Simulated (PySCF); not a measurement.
A structure optimised at B3LYP-D3(BJ)/def2-SVP, used in a PySCF frequency run:

```
N
H 1 1.0165
C 1 1.4544 2 113.58
H 3 1.1018 1 109.64 2 -173.21
H 3 1.1029 4 107.08 1 -120.58
H 3 1.1066 4 107.25 5 -115.71
Si 1 1.7164 2 116.90 3 155.96
H 7 1.4835 1 107.75 2 34.91
H 7 1.4840 8 113.42 1 -120.48
Cl 7 2.1004 8 106.98 9 -116.14
```
Charge 0, spin multiplicity 1.

Write its SMILES and formula.

CN[SiH2]Cl, CH₆ClNSi

What are its rotational constants (standard atomic weights)?

8.6426, 2.3298, 1.9872 GHz
